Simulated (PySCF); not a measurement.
C2H10NSi4 (doublet state).
Geometry (GFN2-xTB, Å), atoms numbered from 1 in this order:
```
atom  x, y, z in Å
Si1   -1.357    1.388   -0.028
N2    -1.519   -0.348   -0.115
Si3   -2.987   -1.151   -0.584
Si4   -0.207   -1.256    0.604
C5     1.318   -0.273    0.248
C6     2.368    0.288    0.018
Si7    3.923    1.207   -0.366
H8    -2.275    2.009   -0.981
H9    -1.564    1.863    1.342
H10   -3.754   -1.521    0.611
H11   -3.744   -0.209   -1.405
H12   -2.622   -2.345   -1.343
H13   -0.393   -1.372    2.058
H14   -0.149   -2.582   -0.015
H15    3.624    2.642   -0.416
H16    4.429    0.746   -1.662
H17    4.903    0.926    0.688
```

The hyperfine couplings belong to this conformer and change with its torsions.

Identity: `[SiH2]N([SiH3])[SiH2]C#C[SiH3]` [radical].

Level of theory: UKS B3LYP, pcH-1 on C H N Si, non-relativistic, mean-field spin-orbit, GIAO (PySCF 2.14.0). Geometry: GFN2-xTB, one conformer, isolated molecule. Couplings are sensitive to structure, and on GFN2-xTB geometries they can be far from those on DFT ones, by a factor of two or more for some ions and for spin on atoms past the first row. The SCF solution wasn't tested for stability.

(1) Where do the isotropic ENDOR lines of N2, H8/H9, H10/H11/H12, H13/H14 and H15/H16/H17 fall at 347.4 mT, to first order?

(2) Which pairs are centred on the nuclear Larmor frequency, and which on half the coupling?

## Answers

(1) ν± = |νn ± a/2|, one line for each electron-spin manifold; νn = |g_N| × 7.62259 MHz/T × B.

```tsv
nuclei	isotope	g_N	νn (MHz)	a_iso (MHz)	lower line (MHz)	upper line (MHz)
N2	14N	0.4038	1.07	10.38	4.12	6.26
H8/H9	1H	5.5857	14.79	67.92	19.17	48.75
H10/H11/H12	1H	5.5857	14.79	5.69	11.95	17.64
H13/H14	1H	5.5857	14.79	1.65	13.96	15.62
H15/H16/H17	1H	5.5857	14.79	1.25	14.17	15.42
```

(2) Centred on νn, since |a| < 2νn: H10/H11/H12, H13/H14 and H15/H16/H17. Centred on |a|/2 and split by 2νn: N2 and H8/H9.

Class means assume fast exchange of nuclei equivalent by connectivity; if that motion is slow, each nucleus keeps its own coupling. The three 1H nuclei of mean +5.7 MHz run from 3.3 to 8.5 MHz in the frozen geometry. The 1H value of +67.9 MHz is a mean of couplings from 46.4 to 89.4 MHz in this one geometry, not an average over conformers.

The largest Mulliken spin population is on Si1 (+0.90). The angles at Si1 add up to 332.8°, so it is pyramidal.
